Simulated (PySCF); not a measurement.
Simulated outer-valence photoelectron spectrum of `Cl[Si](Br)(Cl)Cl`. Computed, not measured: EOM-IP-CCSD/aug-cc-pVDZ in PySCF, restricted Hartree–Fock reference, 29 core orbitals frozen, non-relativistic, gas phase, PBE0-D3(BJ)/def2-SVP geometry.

Each root has a Gaussian of 0.6 eV full width with its one-hole share as area; cross sections and vibrations are left out, and the highest printed point is 100.

```json
{"ionisation energy (eV)": "10.5", "intensity": "0"}
{"ionisation energy (eV)": "10.6", "intensity": "1"}
{"ionisation energy (eV)": "10.7", "intensity": "2"}
{"ionisation energy (eV)": "10.8", "intensity": "6"}
{"ionisation energy (eV)": "10.9", "intensity": "14"}
{"ionisation energy (eV)": "11.0", "intensity": "26"}
{"ionisation energy (eV)": "11.1", "intensity": "41"}
{"ionisation energy (eV)": "11.2", "intensity": "57"}
{"ionisation energy (eV)": "11.3", "intensity": "68"}
{"ionisation energy (eV)": "11.4", "intensity": "71"}
{"ionisation energy (eV)": "11.5", "intensity": "67"}
{"ionisation energy (eV)": "11.6", "intensity": "59"}
{"ionisation energy (eV)": "11.7", "intensity": "52"}
{"ionisation energy (eV)": "11.8", "intensity": "49"}
{"ionisation energy (eV)": "11.9", "intensity": "49"}
{"ionisation energy (eV)": "12.0", "intensity": "52"}
{"ionisation energy (eV)": "12.1", "intensity": "61"}
{"ionisation energy (eV)": "12.2", "intensity": "74"}
{"ionisation energy (eV)": "12.3", "intensity": "89"}
{"ionisation energy (eV)": "12.4", "intensity": "100"}
{"ionisation energy (eV)": "12.5", "intensity": "100"}
{"ionisation energy (eV)": "12.6", "intensity": "88"}
{"ionisation energy (eV)": "12.7", "intensity": "67"}
{"ionisation energy (eV)": "12.8", "intensity": "44"}
{"ionisation energy (eV)": "12.9", "intensity": "25"}
{"ionisation energy (eV)": "13.0", "intensity": "12"}
{"ionisation energy (eV)": "13.1", "intensity": "5"}
{"ionisation energy (eV)": "13.2", "intensity": "2"}
{"ionisation energy (eV)": "13.3", "intensity": "1"}
{"ionisation energy (eV)": "13.4", "intensity": "0"}
```

Q: Where are the maxima, and how many lines lie under the curve?

A: 2 maxima, at 11.4 and 12.5 eV, from 4 lines (6 roots with degenerate partners counted). At this width some lines have no maximum of their own.

Q: List the lines with their holes.

A: 
```json
{"E (eV)": "11.35", "leading hole (HF orbital)": "HOMO/HOMO-1", "area": "1.91", "Koopmans (eV)": "12.16"}
{"E (eV)": "11.90", "leading hole (HF orbital)": "HOMO-2", "area": "0.95", "Koopmans (eV)": "12.93"}
{"E (eV)": "12.41", "leading hole (HF orbital)": "HOMO-3", "area": "0.95", "Koopmans (eV)": "13.29"}
{"E (eV)": "12.50", "leading hole (HF orbital)": "HOMO-4/HOMO-5", "area": "1.90", "Koopmans (eV)": "13.47"}
```

The widest gap, 0.55 eV, lies between 11.35 and 11.90 eV. Only orbitals with −ε under 21 eV, eight at most, were ionised, so the high end of the curve may lack lines.
